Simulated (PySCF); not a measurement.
C3H7O, charge +1, singlet, at a GFN2-xTB geometry; DF-CAMB3LYP/def2-SVP (PySCF).

PySCF was given this input:
```python
from pyscf import gto, scf, dft

mol = gto.Mole()
mol.atom = '''
    O    -0.12196456   -0.11943116    1.32799784
    C    -0.00798184   -0.01099008    0.06880575
    C     0.07373480    1.28361169   -0.60229975
    C     0.04849087   -1.25339967   -0.69585394
    H    -0.32280816    2.10426178   -0.00494255
    H     0.33273813   -2.09663446   -0.06823236
    H    -0.40234208    1.26246429   -1.58195675
    H     1.13051027    1.50223461   -0.79778580
    H     0.69259699   -1.16845430   -1.56935464
    H    -0.95587967   -1.46687807   -1.07995797
    H    -0.18456204    0.70312382    1.85433503
'''
mol.basis = 'def2-svp'
mol.charge = 1
mol.verbose = 4
mol.max_memory = 1800
mol.build()

mf = dft.RKS(mol)
mf.xc = 'camb3lyp'
mf = mf.density_fit(auxbasis='def2-universal-jkfit')
mf.kernel()
```

Problem. Predict the main parts of the log of this PySCF run.

Solution. 
```
PySCF version 2.14.0

[INPUT] verbose = 4
[INPUT] num. atoms = 11
[INPUT] num. electrons = 32
[INPUT] charge = 1
[INPUT] spin (= nelec alpha-beta = 2S) = 0
[INPUT] symmetry False subgroup None
[INPUT] Mole.unit = angstrom
[INPUT] Symbol           X                Y                Z      unit          X                Y                Z       unit  Magmom
[INPUT]  1 O     -0.121964560000  -0.119431160000   1.327997840000 AA   -0.230479615303  -0.225692183139   2.509552211614 Bohr   0.0
[INPUT]  2 C     -0.007981840000  -0.010990080000   0.068805750000 AA   -0.015083491570  -0.020768241287   0.130024023295 Bohr   0.0
[INPUT]  3 C      0.073734800000   1.283611690000  -0.602299750000 AA    0.139338577850   2.425674544390  -1.138181572394 Bohr   0.0
[INPUT]  4 C      0.048490870000  -1.253399670000  -0.695853940000 AA    0.091634463842  -2.368582100920  -1.314973369300 Bohr   0.0
[INPUT]  5 H     -0.322808160000   2.104261780000  -0.004942550000 AA   -0.610019013175   3.976478458590  -0.009340065857 Bohr   0.0
[INPUT]  6 H      0.332738130000  -2.096634460000  -0.068232360000 AA    0.628783936900  -3.962064912725  -0.128940473233 Bohr   0.0
[INPUT]  7 H     -0.402342080000   1.262464290000  -1.581956750000 AA   -0.760316339588   2.385711750143  -2.989464998407 Bohr   0.0
[INPUT]  8 H      1.130510270000   1.502234610000  -0.797785800000 AA    2.136354791308   2.838811987743  -1.507596668067 Bohr   0.0
[INPUT]  9 H      0.692596990000  -1.168454300000  -1.569354640000 AA    1.308818625798  -2.208058616070  -2.965650461915 Bohr   0.0
[INPUT] 10 H     -0.955879670000  -1.466878070000  -1.079957970000 AA   -1.806350784340  -2.771997810431  -2.040824789341 Bohr   0.0
[INPUT] 11 H     -0.184562040000   0.703123820000   1.854335030000 AA   -0.348771708591   1.328711451458   3.504185349887 Bohr   0.0

nuclear repulsion = 129.22382821754
number of shells = 45
number of NR pGTOs = 145
number of NR cGTOs = 91
basis = def2-svp
ecp = {}

******** <class 'pyscf.df.df_jk.DFRKS'> ********
method = DFRKS
initial guess = minao
damping factor = 0
level_shift factor = 0
DIIS = <class 'pyscf.scf.diis.CDIIS'>
diis_start_cycle = 1
diis_space = 8
diis_damp = 0
SCF conv_tol = 1e-09
SCF conv_tol_grad = None
SCF max_cycles = 50
direct_scf = False
XC library pyscf.dft.libxc version 7.1.2
    S. Lehtola, C. Steigemann, M. J. T. Oliveira, and M. A. L. Marques,  SoftwareX 7, 1–5 (2018)
XC functionals = camb3lyp
    T. Yanai, D. P. Tew, and N. C. Handy,  Chem. Phys. Lett. 393, 51 (2004)
radial grids:
    Treutler-Ahlrichs [JCP 102, 346 (1995); DOI:10.1063/1.469408] (M4) radial grids

becke partition: Becke, JCP 88, 2547 (1988); DOI:10.1063/1.454033
pruning grids: <function nwchem_prune>
grids dens level: 3
symmetrized grids: False
atomic radii adjust function: <function treutler_atomic_radii_adjust>
small_rho_cutoff = 0
Set gradient conv threshold to 3.16228e-05
Initial guess from minao.
tot grids = 125096
******** <class 'pyscf.df.df.DF'> ********
auxbasis = def2-universal-jkfit
Create RSH-DF object <pyscf.df.df.DF object> for omega=0.33
******** <class 'pyscf.df.df.DF'> ********
auxbasis = auxmol.basis = def2-universal-jkfit
init E= -194.012951353007
  HOMO = -0.397204881321674  LUMO = -0.083487702817592  gap/eV = 8.53668
cycle= 1 E= -193.160587079061  delta_E= 0.852  |g|= 0.587  |ddm|= 3.15
  HOMO = -0.638146784041262  LUMO = -0.301324430440916  gap/eV = 9.16540
cycle= 2 E= -193.131948121724  delta_E= 0.0286  |g|= 0.747  |ddm|= 1.02
  HOMO = -0.658775767485293  LUMO = -0.25773219766049  gap/eV = 10.91295
cycle= 3 E= -193.234220715938  delta_E= -0.102  |g|= 0.0846  |ddm|= 0.548
  HOMO = -0.658504632116258  LUMO = -0.242446112279275  gap/eV = 11.32153
cycle= 4 E= -193.235507893495  delta_E= -0.00129  |g|= 0.0301  |ddm|= 0.0828
  HOMO = -0.658798344891038  LUMO = -0.244898133804687  gap/eV = 11.26280
cycle= 5 E= -193.235702438678  delta_E= -0.000195  |g|= 0.00371  |ddm|= 0.0337
  HOMO = -0.658374752397907  LUMO = -0.244083418057443  gap/eV = 11.27344
cycle= 6 E= -193.235705986212  delta_E= -3.55e-06  |g|= 0.00073  |ddm|= 0.00613
  HOMO = -0.658504813086582  LUMO = -0.244235294414808  gap/eV = 11.27285
cycle= 7 E= -193.235706133557  delta_E= -1.47e-07  |g|= 0.000266  |ddm|= 0.00152
  HOMO = -0.658454494078886  LUMO = -0.244191939952564  gap/eV = 11.27266
cycle= 8 E= -193.235706155162  delta_E= -2.16e-08  |g|= 6.21e-05  |ddm|= 0.000369
  HOMO = -0.658466487604526  LUMO = -0.244201313584437  gap/eV = 11.27273
cycle= 9 E= -193.235706156717  delta_E= -1.55e-09  |g|= 1.21e-05  |ddm|= 0.000122
  HOMO = -0.6584655772904  LUMO = -0.244200439640879  gap/eV = 11.27273
cycle= 10 E= -193.235706156784  delta_E= -6.79e-11  |g|= 4.25e-06  |ddm|= 2.43e-05
  HOMO = -0.658465184754778  LUMO = -0.244200104839345  gap/eV = 11.27273
Extra cycle  E= -193.235706156786  delta_E= -1.53e-12  |g|= 3.76e-06  |ddm|= 7.44e-06
converged SCF energy = -193.235706156786
```
